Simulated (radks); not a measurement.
Spin polarisation of the 3p1 shell in the silicon ion Si+. Start: [Ne] 3s2 3p(up 0.5, down 0.5); electrons of 3p are moved from spin down to spin up, other shells keep equal spins. Method: scalar-relativistic Kohn-Sham, BLYP, spin-polarised, spherical densities, finite nucleus; Fermi nuclear charge, rms radius of each element as measured or else 0.836 A^(1/3) + 0.57 fm; computed with a radial shooting solver on a logarithmic mesh with Libxc functionals.

\begin{tabular}{lrrrrrr}
moment (Bohr magnetons) & E - E(0) (eV) & e(3p up) (eV) & e(3p down) (eV) & 3s down minus up (eV) & 2p down minus up (eV) & 2s down minus up (eV) \\ \hline
0 & 0.000 & -11.517 & -11.517 & 0.000 & 0.000 & 0.000 \\
0.25 & -0.014 & -11.627 & -11.397 & 0.245 & 0.034 & 0.025 \\
0.5 & -0.057 & -11.727 & -11.269 & 0.488 & 0.069 & 0.051 \\
0.75 & -0.129 & -11.815 & -11.134 & 0.726 & 0.103 & 0.076 \\
\end{tabular}

At moment 0.75 the spin-polarisation energy is -0.129 eV and the 3p exchange splitting 0.681 eV, that is 0.908 eV per Bohr magneton; E = -I m^2/4 would give I = 0.915 eV.
